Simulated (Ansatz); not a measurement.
Total energies of CClFInN, SMILES `N#[C][In]([F])[Cl]`.

```xyz
5

N    -2.552    0.568   -0.171
C    -1.426    0.327   -0.121
In    0.603   -0.120    0.005
F     1.718    0.273   -1.514
Cl    1.657   -1.048    1.801
```

The species carries charge 0 and has multiplicity 1. Correlated methods include outer-core shells of In, which these sets cover unevenly. In takes the def2 core potential. All single points use the PBE0-D4/def2-TZVP geometry. Basis def2-TZVPP, Ansatz.

RPA on PBE orbitals: Hartree–Fock energy of these orbitals -840.56777 Eh, correlation -1.55279 Eh (frozen core).

```csv
functional,kind,energy without D4 (Eh),D4 term (kJ/mol)
LDA (SPW92),LDA,-839.96532,–
BLYP,GGA,-843.12552,-24.3
B97M-V,meta-GGA with VV10,-843.03176,–
PBE0,"global hybrid, 25 % exact exchange",-842.83365,-10.0
B3LYP,"global hybrid, 20 %",-843.27170,-19.0
r2SCANh,"meta-GGA hybrid, 10 %",-843.11233,-3.0
r2SCAN0,"meta-GGA hybrid, 25 %",-843.07139,-3.4
HSE06 (plane-wave form),screened hybrid,-842.81629,-9.6
BHLYP,"global hybrid, 50 %",-843.02312,-17.8
CAM-B3LYP,range-separated hybrid,-843.12067,-10.5
LC-ωPBE,long-range corrected hybrid,-842.97021,–
ωB97X-V,range-separated hybrid GGA with VV10,-843.04173,–
ωB97M-V,range-separated hybrid meta-GGA with VV10,-843.07862,–
B2PLYP,double hybrid,-842.73460,–
```

(1) Give the same for PBE, revPBE, r2SCAN, PBE-QIDH. (Estimate.)

B3LYP takes the VWN-RPA correlation (the form of Gaussian; ORCA's B3LYP/G). HSE06 is the plane-wave form, built on full-range PBE exchange. The double hybrids freeze the cores in their second-order part.

## Answers

(1) The calculation gave: 
```
functional           kind  energy without D4 (Eh)  D4 term (kJ/mol)
       PBE            GGA              -842.80393             -11.6
    revPBE            GGA              -843.09956             -27.3
    r2SCAN       meta-GGA              -843.14077              -2.7
  PBE-QIDH  double hybrid              -842.52241                 –
```

LC-ωPBE has ω = 0.4 bohr⁻¹.
